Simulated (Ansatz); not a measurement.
`CC(C)=[O+][Ga-]([CH3])([CH3])[Cl]`. Charge 0, multiplicity 1. Geometry: relaxed with PBE0-D4/def2-TZVP. It is one conformer, not always the lowest.

```xyz
20

C    -0.096    0.572   -1.632
C    -1.188   -0.027   -0.808
C    -2.533   -0.181   -1.434
O    -1.010   -0.400    0.340
Ga    0.750   -0.388    1.561
C     1.914   -1.566    0.487
C     0.949    1.552    1.862
Cl   -0.155   -1.422    3.275
H    -0.490    1.266   -2.374
H     0.646    1.060   -1.003
H     0.399   -0.244   -2.170
H    -2.440   -0.632   -2.425
H    -3.186   -0.776   -0.799
H    -2.967    0.813   -1.580
H     2.365   -1.052   -0.365
H     2.724   -1.944    1.115
H     1.353   -2.430    0.124
H    -0.025    2.011    2.046
H     1.430    2.072    1.029
H     1.561    1.715    2.752
```

Problem. What is the dipole moment at PBE/def2-TZVPP? (Estimate.)

Solution. Ansatz gave: 7.77 D, with components (-1.66, 2.38, -7.21) D in this frame, pointing from negative to positive charge.

Problem. And with r2SCAN, B3LYP, ωB97M-V? (Best estimate.)

Solution. The calculation gave: r2SCAN 8.00 D, B3LYP 8.00 D, ωB97M-V 8.02 D.

Problem. Give the Mulliken charges with PBE, r2SCAN, B3LYP in def2-TZVPP. (Estimate.)

Solution. The calculation gave: 
| atom | PBE | r2SCAN | B3LYP |
| --- | --- | --- | --- |
| C1 | -0.23 | -0.15 | -0.25 |
| C2 | 0.21 | 0.28 | 0.26 |
| C3 | -0.21 | -0.12 | -0.22 |
| O4 | -0.19 | -0.26 | -0.24 |
| Ga5 | 0.39 | 0.45 | 0.49 |
| C6 | -0.41 | -0.34 | -0.42 |
| C7 | -0.41 | -0.34 | -0.42 |
| Cl8 | -0.36 | -0.38 | -0.38 |
| H9 | 0.10 | 0.07 | 0.11 |
| H10 | 0.11 | 0.09 | 0.12 |
| H11 | 0.12 | 0.10 | 0.12 |
| H12 | 0.10 | 0.07 | 0.10 |
| H13 | 0.12 | 0.09 | 0.12 |
| H14 | 0.10 | 0.07 | 0.10 |
| H15 | 0.08 | 0.05 | 0.08 |
| H16 | 0.10 | 0.08 | 0.10 |
| H17 | 0.09 | 0.07 | 0.09 |
| H18 | 0.09 | 0.07 | 0.09 |
| H19 | 0.08 | 0.05 | 0.08 |
| H20 | 0.10 | 0.07 | 0.10 |

B3LYP here is the variant with VWN-RPA as its local correlation; programs differ in this.
